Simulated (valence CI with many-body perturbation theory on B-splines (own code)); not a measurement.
Eu41+: calculated level list

Level of theory: relativistic CI+MBPT: four valence electrons over a frozen Dirac-Fock core [Ar], radial functions for each j: 7 s, 7 p, 8 d, 6 f, 4 g, 1 h, with the one-electron correlation potential Σ1, the two-electron term Σ2, the three-electron term Σ3, Breit, model QED; selected CI, second order for the rest, scaled by the run's own slope (own B-spline code, finite nucleus).

No measured spectrum was set against this ion. As an estimate, large intervals hold to a few tenths of a per cent, small ones and those within an open d or f shell to about a per cent. Only levels of the ground parity were solved; by the run's estimate the other parity begins above the list, which can be wrong where configurations are misplaced.

Levels 1 to 31 of 31, with energies above the lowest level, (3d3/2^4) J=0. "Leading %" is the weight of the configuration and term that name the level; weights of strongly mixed levels are sums over their largest components and can fall short, so below about 35 % the name and the second component can differ from the true leading terms, or belong to a minority configuration. In the jj column 3d3/2^4 stands for four electrons in 3d with j = 3/2.

```csv
No.,Configuration,Term,J,E (cm⁻¹),Leading %,Leading jj,g
1,3d⁴,³P,0,0,57,3d3/2^4 (97 %),
2,3d⁴,⁵D,1,212990,63,3d3/2^3 3d5/2 (98 %),1.493
3,3d⁴,³F,4,294120,30,3d3/2^3 3d5/2 (97 %),1.089
4,3d⁴,⁵D,2,297010,51,3d3/2^3 3d5/2 (83 %),1.275
5,3d⁴,⁵D,3,323730,30,3d3/2^3 3d5/2 (87 %),1.180
6,3d⁴,⁵D,0,485360,64,3d3/2^2 3d5/2^2 (96 %),
7,3d⁴,⁵D,2,502680,38,3d3/2^2 3d5/2^2 (86 %),1.159
8,3d⁴,⁵D,4,503770,40,3d3/2^2 3d5/2^2 (95 %),1.152
9,3d⁴,⁵D,3,518200,45,3d3/2^2 3d5/2^2 (85 %),1.125
10,3d⁴,³H,5,546250,68,3d3/2^2 3d5/2^2 (100 %),1.079
11,3d⁴,³H,6,565970,52,3d3/2^2 3d5/2^2 (99 %),1.078
12,3d⁴,³P,1,568780,46,3d3/2^2 3d5/2^2 (92 %),1.145
13,3d⁴,³G,4,598170,58,3d3/2^2 3d5/2^2 (97 %),1.028
14,3d⁴,³F,3,601470,44,3d3/2^2 3d5/2^2 (94 %),1.103
15,3d⁴,³D,2,608680,36,3d3/2^2 3d5/2^2 (94 %),1.104
16,3d⁴,³F,2,687810,45,3d3/2^2 3d5/2^2 (90 %),0.999
17,3d⁴,³F,4,714390,60,3d3/2^2 3d5/2^2 (77 %),1.216
18,3d⁴,³F,3,791900,46,3d3/2 3d5/2^3 (94 %),1.150
19,3d⁴,¹G,4,792390,29,3d3/2 3d5/2^3 (76 %),1.118
20,3d⁴,³P,2,793090,45,3d3/2^2 3d5/2^2 (86 %),1.212
21,3d⁴,³D,1,824990,59,3d3/2 3d5/2^3 (94 %),0.904
22,3d⁴,³G,5,826870,68,3d3/2 3d5/2^3 (100 %),1.139
23,3d⁴,¹I,6,834060,52,3d3/2 3d5/2^3 (99 %),1.073
24,3d⁴,³P,0,850900,59,3d3/2 3d5/2^3 (57 %),
25,3d⁴,³F,2,884340,51,3d3/2 3d5/2^3 (86 %),1.046
26,3d⁴,¹F,3,896910,37,3d3/2 3d5/2^3 (96 %),1.089
27,3d⁴,¹S,0,977040,71,3d3/2^2 3d5/2^2 (50 %),
28,3d⁴,³F,3,990460,67,3d3/2 3d5/2^3 (100 %),1.057
29,3d⁴,³P,1,994530,92,3d3/2 3d5/2^3 (98 %),1.429
30,3d⁴,¹G,4,999670,72,3d3/2 3d5/2^3 (93 %),1.039
31,3d⁴,¹D,2,1025700,66,3d3/2 3d5/2^3 (72 %),1.100
```

The ionisation energy to 3d³ ⁴F3/2 of the next ion comes out as 3169.1 eV (NIST: 3168 ± 4 eV (theoretical)). All 31 levels together are meant to be complete up to 1066900 cm⁻¹.
